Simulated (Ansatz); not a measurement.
Reaction (atomization): `O[Si@H](F)C[Si@H](O)F` → C• + 2 F• + 6 H• + 2 O• + 2 Si•

Program: Ansatz. Geometries: PBE0-D4/def2-TZVP. ΔE: electronic, gas phase. CCSD(T)/CBS adds triple-zeta CCSD(T) − MP2 to the extrapolated MP2 energy (def2 sets, frozen cores). This one scheme is used for every species, atoms too. Functionals use def2-TZVPP. B3LYP here is the variant with VWN-RPA as its local correlation; programs differ in this. Open shells (•) are unrestricted, without spin–orbit coupling. Spin–orbit coupling would lower the free atoms: a little for C, F, O, Si. One conformer a species, not always the lowest.

`O[Si@H](F)C[Si@H](O)F`:

Cartesian coordinates in Å:
```
O -0.259 1.104 -1.483
Si 0.530 -0.335 -1.330
F 0.131 -1.271 -2.562
C -0.046 -1.065 0.261
Si -0.193 0.151 1.663
O -1.169 1.387 1.260
F 1.292 0.666 1.970
H -0.065 1.656 -2.243
H 1.993 -0.143 -1.429
H -1.036 -1.506 0.093
H 0.630 -1.878 0.546
H -0.712 -0.436 2.914
H -1.096 1.669 0.340
```

```tsv
level	ΔE (kJ/mol)	difference from CCSD(T)/CBS
PBE-D4	5272.5	8.7
r2SCAN-D4	5240.2	-23.6
PBE0-D4	5174.3	-89.5
B3LYP-D4	5198.6	-65.2
ωB97X-V	5245.6	-18.2
ωB97M-V	5248.5	-15.3
PBE	5240.2	-23.6
r2SCAN	5232.2	-31.6
PBE0	5146.9	-116.9
B3LYP	5146.7	-117.1
HF/def2-TZVPP	3852.8	-1411.0
SCS-MP2/def2-TZVPP	5192.3	-71.5
HF/def2-QZVPP	3867.3	-1396.5
SCS-MP2/def2-QZVPP	5295.5	31.7
MP2/CBS(def2)	5406.3	142.5
CCSD/CBS(def2)	5190.6	-73.2
CCSD(T)/CBS	5263.8	0
```

Largest T1 diagnostic among the species: 0.012.

The D4 term adds +51.9 kJ/mol with B3LYP and +27.4 kJ/mol with PBE0; it sums over pairs of atoms, weighted by their polarisabilities, and B3LYP, whose exchange is more repulsive, gets the larger term. From PBE to PBE0 (25 % exact exchange), in def2-TZVPP and without D4, ΔE moves by −93.4 kJ/mol: exact exchange takes away binding that semilocal exchange gives to molecules. In def2-TZVPP, CCSD(T) changes the Hartree–Fock value by +1255.2 kJ/mol (the triples alone add +73.2 kJ/mol) and MP2 by +1397.7 kJ/mol; breaking electron pairs costs correlation energy, which Hartree–Fock lacks.

For atomizations the MP2-based limit and the directly extrapolated one differ by several kJ/mol either way, and by 10 to 25 for some Ge, Se and Sn compounds, so smaller differences from it don't rank the levels.
